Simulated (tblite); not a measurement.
Compound: C₃F₅O (doublet state).
SMILES with atom numbers: `[O:1]=[C:2]([C:3]([F:4])[F:5])[C:6]([F:7])([F:8])[F:9]`

Computed geometry: GFN2-xTB, gas phase. This method treats the open shell by occupation alone, without spin polarisation.

(1) What internal coordinates does the optimisation give?

Results:

(1) 
| bond | length (Å) | order |
| --- | --- | --- |
| O1=C2 | 1.218 | double |
| C2–C3 | 1.420 | single |
| C3–F4 | 1.307 | single |
| C3–F5 | 1.304 | single |
| C2–C6 | 1.559 | single |
| C6–F7 | 1.323 | single |
| C6–F8, C6–F9 | 1.339 | single |

Bonds in one row agree within 0.01 Å and their mean is given. Orders are formal, as drawn. A selection of angles:
| angle | degrees |
| --- | --- |
| O1–C2–C3 | 124.9 |
| O1–C2–C6 | 121.7 |
| C3–C2–C6 | 113.4 |
| C2–C3–F4 | 124.6 |
| C2–C3–F5 | 123.3 |
| F4–C3–F5 | 112.2 |
| C2–C6–F7 | 111.3 |
| F7–C6–F8 | 108.0 |

Torsions: O1–C2–C3–F4 180° (antiperiplanar); O1–C2–C6–F7 0° (synperiplanar).

C3 (carbon bonded to C and 2 F) is planar (angles 124.6°, 123.3° and 112.2°, sum 360.0°, 0.00 Å off the plane of its three neighbours). Of the pairs four or more bonds apart, F4···F8 is among the closest relative to their van der Waals radii: 2.82 Å, 96 % of the sum of Bondi's values. C2 (carbon bonded to 2 C and O) is planar (angles 124.9°, 121.7° and 113.4°, sum 360.0°, 0.00 Å off the plane of its three neighbours). The 5 C–F bonds span 1.304 Å (C3–F5, drawn single) to 1.340 Å (C6–F8, drawn single), a spread of 0.036 Å. The 2 C–C bonds span 1.420 Å (C2–C3, drawn single in one of several resonance forms) to 1.559 Å (C2–C6, drawn single), a spread of 0.139 Å.

Point group: Cs (tolerance 0.08 Å). Its GFN2-xTB frequencies are all real (lowest 44 cm⁻¹).

One conformer stands for the species.
